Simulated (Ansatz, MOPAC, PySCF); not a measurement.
Torsion H3–S1–S2–H4 in H2S2 (SMILES SS); at each angle all else is relaxed with GFN2-xTB, and the levels are single points there.
Geometry at 100° (charge 0, multiplicity 1):
| atom | x (Å) | y (Å) | z (Å) |
|---|---|---|---|
| S | -0.9280 | 0.5481 | 0.4254 |
| S | 0.9248 | 0.3984 | -0.4292 |
| H | -1.5526 | -0.3714 | -0.3223 |
| H | 0.8478 | 1.4700 | -1.2295 |

On the grid 0° to 180°, 0° is the highest and 100° the lowest point at CCSD(T)/CBS(cc-pV(T+d)Z, cc-pV(Q+d)Z).

The state that AM1 reach isn't checked.

Codes used: Ansatz (Gaussian orbitals); MOPAC for AM1 (differences of heats of formation); PySCF for the dispersion terms. 

Task: One of these levels gives 8.22 kcal/mol for the energy at 0° less that at 100°. Name it.
(A) AM1
(B) PBE-D4/def2-TZVPP
(C) BLYP-D3(BJ)/def2-TZVPP

Result: B, PBE-D4/def2-TZVPP. The others give 6.26 (AM1), 7.60 (BLYP-D3(BJ)/def2-TZVPP)

Ansatz is an electronic-structure program.
